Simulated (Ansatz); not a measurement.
Basis sets compared for Ag5Te2⁺. The state is a singlet with charge 1. Geometry PBE-D4/def2-SVP. Ansatz on 4 threads of Arm Neoverse V1 on a shared host; times are rough, and most runs start from earlier orbitals.

Cartesian coordinates in Å:
```
Ag -0.5813 1.5714 -0.2504
Ag -0.6332 -0.6922 1.3957
Ag 0.7035 -0.6410 -1.3866
Ag 1.5994 2.9823 0.8244
Ag -0.8779 -2.9262 -0.4762
Te 1.9608 0.3643 0.9485
Te -2.1715 -0.6586 -1.0553
```

In the def2 sets Ag, Te take a core potential; there is no spin–orbit coupling. No other spin state of charge 1 was run. The structure comes from a short search, and lower isomers may exist.

| level | functions | energy (Eh) | HOMO (eV) | LUMO (eV) | wall time |
| --- | --- | --- | --- | --- | --- |
| PBE-D4/def2-SVP | 207 | -1270.9120 | -8.73 | -7.60 | 6 s |
| PBE0-D4/def2-SVP | 207 | -1270.8572 | -9.45 | -6.79 | 13 s |

(1) Estimate the rows for PBE-D4/def2-TZVP (with forces), PBE0-D4/def2-TZVP.

Answers

(1) 
| level | functions | energy (Eh) | HOMO (eV) | LUMO (eV) | wall time |
| --- | --- | --- | --- | --- | --- |
| PBE-D4/def2-TZVP (with forces) | 300 | -1271.1264 | -8.70 | -7.57 | 12 s |
| PBE0-D4/def2-TZVP | 300 | -1271.0620 | -9.41 | -6.75 | 22 s |
